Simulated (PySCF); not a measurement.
Two species compared at the same levels of theory.

First species: C₃H₇NSi₂.
SMILES: `N#C[SiH2][SiH2]C=C`

Second species: C6H8NO2P.
Structure used (GFN2-xTB), in Å, numbered top down from 1:
```xyz
18
C6H8NO2P angstrom
C     -2.2238   -1.0070   -0.8104
P     -1.5138    0.6075   -0.3287
O     -1.8459    1.7425   -1.1959
O     -2.0810    0.8146    1.1722
C      0.2642    0.3203   -0.0891
C      0.7540   -0.4406    0.9632
C      2.1232   -0.6161    1.0685
C      2.9357   -0.0294    0.1074
N      2.4735    0.6974   -0.8960
C      1.1679    0.8696   -0.9888
H     -1.7792   -1.3119   -1.7539
H     -2.0365   -1.7587   -0.0508
H     -3.2946   -0.8733   -0.9455
H     -2.3991    1.7171    1.2383
H      0.0730   -0.8690    1.6847
H      2.5518   -1.1927    1.8738
H      4.0116   -0.1414    0.1421
H      0.8103    1.4771   -1.8094
```

Levels: PBE0/pcSseg-1 for dipole moment, HOMO energy, LUMO energy and HOMO–LUMO gap; GFN2-xTB for rotational constant A and rotational constant C. Geometries: GFN2-xTB. Each structure is a single optimised conformer of the isolated species, non-relativistic unless stated; the electronic structure was computed with PySCF and density fitting.

The conformers computed, where there is a choice (atom-mapped SMILES and torsion angles):
- `[CH2:1]=[CH:2][SiH2:3][SiH2:4][C:5]#[N:6]`: C1–C2–Si3–Si4 -11°, C2–Si3–Si4–C5 54°
- `[CH3:1][P@@:2](=[O:3])([OH:4])[c:5]1[cH:6][cH:7][cH:8][n:9][cH:10]1`: C1–P2–C5–C6 -69°, H–O4–P2–C1 -135°

```
             property   column X   column Y
        dipole moment     4.08 D     3.63 D
          HOMO energy   -7.55 eV   -8.32 eV
          LUMO energy   -1.34 eV   -0.80 eV
        HOMO–LUMO gap    6.21 eV    7.52 eV
rotational constant A  2.437 GHz  2.915 GHz
rotational constant C  0.703 GHz  1.138 GHz
```

(1) Which column belongs to which species?

(2) How does each property change from the first species to the second?

## Answers

(1) Column X is the second species and column Y the first. The first has 13 atoms and 60 electrons, the second 18 and 82.

(2) dipole moment +0.45 D; HOMO energy +0.77 eV; LUMO energy -0.54 eV; HOMO–LUMO gap -1.31 eV; rotational constant A -0.478 GHz; rotational constant C -0.435 GHz.

On the first: The dipole matches unit charges of opposite sign 0.76 Å apart (1 e·Å = 4.8032 D).

On the second: The dipole equals about 13.6 × 10⁻³⁰ C·m (1 D = 3.33564 × 10⁻³⁰ C·m).
